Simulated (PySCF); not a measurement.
## Predicted spectroscopic data

One conformer, in vacuum, averaged over atoms made equivalent by symmetry, fast rotation or ring inversion, non-relativistic. PBE0-D3(BJ)/def2-SVP structure; GIAO PBE0/pcSseg-1 shieldings; PySCF.

Chemical shifts δ = σref − σ; TMS for 1H and 13C, all at this level. Splittings of carbon signals by F and P are missing where no couplings were computed. Where no couplings were computed, multiplicities follow the n + 1 count of equivalent neighbours, and m marks all less simple cases (inequivalent or close neighbours, rings, F or P nearby). Couplings to H on boron are left out. Carbons bonded to boron are broad in practice. Shifts are as computed. Against solution values, carbons near 30 ppm lie about +2 ppm off and those near 130 ppm about +5 ppm. Of 1211 compounds with measured shifts, 218 miss one by over three times the rms of a fit or turn the order of signals round; such compounds aren't used in these exercises.

**1.** 3-propylpyridine (SMILES CCCc1cccnc1). 1H NMR (500 MHz, computed): δ 8.63 (d, 1H), 8.63 (s, 1H), 7.49 (d, 1H), 7.17 (m, 1H), 2.30 (t, 2H), 1.32 (m, 2H), 1.11 (t, 3H). 13C{1H} NMR (computed): δ 156.1, 153.3, 143.2, 140.7, 128.1, 39.4, 32.3, 16.9.

**2.** `[BH3-][P+]1(C)C=CCC=C1`, C6H12BP. 1H NMR (500 MHz, computed): δ 6.54 (m, 2H), 6.08 (m, 2H), 2.96 (m, 1H), 2.95 (m, 1H), 1.32 (m, 3H), 0.92 (br, 3H). 13C{1H} NMR (computed): δ 146.6 (CH), 128.5 (CH), 33.0 (CH2), 18.6 (CH3).
